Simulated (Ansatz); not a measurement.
A nudged elastic band was laid between two geometries of FH3OSi + H4OSi (12 atoms, charge 0, multiplicity 1).

All numbers below come from RKS PBE0-D4/def2-SVP (Ansatz 0.2.0).

```yaml
movable_images: 5
climbing_image: yes
spring: 5.0 eV/Å²
optimiser: quadratic models (default)
start_path: through a guess of the saddle point
force_threshold: 0.05 eV/Å
iteration_limit: 60
end_points: relaxed
```

First end point:

```xyz
12
Properties=species:S:1:pos:R:3
Si -2.197 0.290 -0.561
F -1.223 -0.519 -1.616
H -3.428 0.685 -1.285
H -2.463 -0.687 0.529
O -1.412 1.644 -0.079
H 0.552 -0.197 -0.850
O 0.927 0.230 -0.064
Si 2.160 -0.564 0.749
H -0.488 1.463 0.173
H 2.476 0.285 1.928
H 1.727 -1.922 1.194
H 3.368 -0.707 -0.118
```

Last end point:

```xyz
12
Properties=species:S:1:pos:R:3
Si -1.151 0.608 -0.303
F -1.215 -2.236 -1.373
H -1.168 0.908 -1.751
H -2.410 0.017 0.216
O -0.778 2.034 0.457
H -0.584 -1.843 -0.803
O 0.076 -0.501 0.025
Si 1.693 -0.302 0.441
H -0.939 2.094 1.403
H 1.797 0.256 1.820
H 2.314 -1.653 0.390
H 2.366 0.616 -0.522
```

Task: Which bonds break or form, and what moves?

Result: Bonds broken: Si1–F2, H6–O7. Bonds formed: Si1–O7, F2–H6. FH3OSi + H4OSi becomes FH + H6O2Si2.

Task: Give the energies along the band, and the barrier.

Result: The forces met the threshold. The highest image is number 4 of 0 to 6, 24.8 kcal/mol above the first end and 15.7 kcal/mol above the last; the last end lies 9.1 kcal/mol above the first. A vibrational analysis at the climbing image gives one clearly imaginary mode, 573i cm⁻¹: a first-order saddle point. The orbitals stay closed-shell, which can raise the energy where a bond breaks towards radicals; this wasn't checked here.

| image | path coordinate (Å) | energy (kcal/mol) | Si1–F2 (Å) | H6–O7 (Å) | Si1–O7 (Å) |
| --- | --- | --- | --- | --- | --- |
| 0 | 0.00 | 0.0 | 1.65 | 0.97 | 3.16 |
| 1 | 1.75 | 0.2 | 1.65 | 0.97 | 3.23 |
| 2 | 3.50 | 0.7 | 1.65 | 0.97 | 3.32 |
| 3 | 5.24 | 8.8 | 1.65 | 0.97 | 2.96 |
| 4 | 6.99 | 24.8 | 1.91 | 1.10 | 1.83 |
| 5 | 7.72 | 11.3 | 2.51 | 1.58 | 1.71 |
| 6 | 8.45 | 9.1 | 3.04 | 1.71 | 1.69 |

Task: What is the geometry of the highest image?

Result: 
```xyz
12
Properties=species:S:1:pos:R:3
Si -1.280 0.291 -0.439
F -1.580 -1.484 -1.066
H -1.305 0.761 -1.840
H -2.498 0.140 0.402
O -0.537 1.643 0.285
H -0.407 -1.536 -0.567
O 0.164 -0.759 -0.039
Si 1.736 -0.286 0.422
H -0.795 1.822 1.193
H 1.692 0.248 1.807
H 2.532 -1.544 0.385
H 2.276 0.704 -0.544
```

Task: What are the harmonic wavenumbers there?

Result: 573i, 49, 108, 156, 201, 316, 347, 505, 536, 586, 655, 711, 752, 809, 832, 890, 944, 955, 964, 984, 997, 1006, 1120, 2203, 2252, 2269, 2285, 2295, 2312, 3935 cm⁻¹.

The band took 30 iterations and about 11 core-minutes.

The run took 5.6 min on 2 threads of Intel(R) Xeon(R) 6975P-C (Granite Rapids), with other jobs on the host, peak memory 0.29 GiB.
